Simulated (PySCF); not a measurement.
EPR parameters of [C6H8O2]-

Species: C6H8O2 (charge -1 and doublet state).
Cartesian coordinates in Å at the GFN2-xTB level; atoms count from 1:
```xyz
16
C6H8O2 angstrom
C     -1.566   -1.361   -0.531
C     -0.443   -0.415   -0.095
C     -1.008    0.962    0.279
O      0.490   -0.317   -1.137
C      1.849    0.021   -0.769
C      2.438   -0.101    0.565
C      2.300    1.163    0.042
O      2.434    2.385    0.163
H     -2.304   -1.471    0.263
H     -2.053   -0.960   -1.419
H     -1.154   -2.337   -0.776
H      0.052   -0.840    0.798
H     -0.183    1.637    0.495
H     -1.653    0.893    1.156
H     -1.576    1.370   -0.555
H      2.369   -0.620    1.509
```

The hyperfine couplings belong to this conformer and change with its torsions.

The species is `CC(C)OC1=C[C]1[O-]` [radical] (charge -1).

Method used: PySCF 2.14.0, UKS B3LYP, pcH-1 on C H O, non-relativistic, mean-field spin-orbit, GIAO. Whether the extra electron is bound in the gas phase wasn't checked; a finite basis holds it in any case. Couplings are sensitive to structure, and on GFN2-xTB geometries they can be far from those on DFT ones, by a factor of two or more for some ions and for spin on atoms past the first row. The SCF solution wasn't tested for stability.

| Property | Result |
| --- | --- |
| g1, g2, g3 | 2.00190, 2.00287, 2.00362 |
| g_iso | 2.00280 |
| Form of g | rhombic: the two nearest values differ by 43 % of g3 − g1 |
| ⟨S²⟩ | 0.7561 (exact 0.7500) |
| α and β electrons | 31, 30 |
| HOMO–LUMO gap, α and β orbitals | 3.55, 4.80 eV |
| Total energy | -383.81770 Eh |
| Basis functions | 280 |

Isotropic coupling and dipolar principal values T1 to T3, in MHz:

```tsv
atom	isotope	a_iso	T1	T2	T3	Mulliken spin population
C1	13C	-1.8	-0.4	-0.3	0.6	0.00
C2	13C	20.4	-5.1	-3.9	9.0	0.04
C3	13C	5.8	-0.5	-0.3	0.8	0.00
O4	17O	-150.7	-14.3	6.3	8.0	0.01
C5	13C	408.0	-50.6	-45.7	96.3	0.60
C6	13C	37.3	-26.9	-24.0	50.9	0.33
C7	13C	-9.1	-15.5	-5.0	20.5	0.01
O8	17O	-1.8	-19.6	4.9	14.7	0.02
H9	1H	3.3	-0.9	-0.8	1.6	0.00
H10	1H	1.5	-1.2	-0.9	2.2	0.00
H11	1H	0.1	-1.3	-1.1	2.4	0.00
H12	1H	-2.6	-4.3	-0.2	4.5	0.01
H13	1H	0.9	-2.1	-1.4	3.4	0.00
H14	1H	4.3	-1.1	-0.8	2.0	0.01
H15	1H	0.2	-1.3	-1.1	2.4	0.00
H16	1H	-25.6	-14.8	-0.1	14.9	-0.02
```

The Mulliken spin populations are largest on C5 (+0.60) and C6 (+0.33). The angles at C5 add up to 309.5°, so it is pyramidal.

C7, the radical centre as drawn in `CC(C)OC1=C[C]1[O-]`, holds a spin population of +0.01 out of 1.

Axes: g2 points within 15° of the C6–H16 bond.

Under fast tumbling the dipolar parts average out, and these isotropic splittings remain: 1 × 1H (H16, I = 1/2, 2 lines) with 0.91 mT, 1 × 1H (H12, I = 1/2, 2 lines) with 0.09 mT and 6 × 1H (H9 (×6), I = 1/2, 7 lines) with 0.06 mT.

Nuclei that the bonding pattern makes equivalent are averaged, as if the motion that swaps them (rotation, inversion, ring flip) were fast.

The 13C coupling of C5 (408.0 MHz) shows only in satellite lines or after enrichment, since that isotope makes up about 1.07 % of natural carbon.

The 17O coupling of O4 (-150.7 MHz) shows only in satellite lines or after enrichment, since that isotope makes up about 0.038 % of natural oxygen.
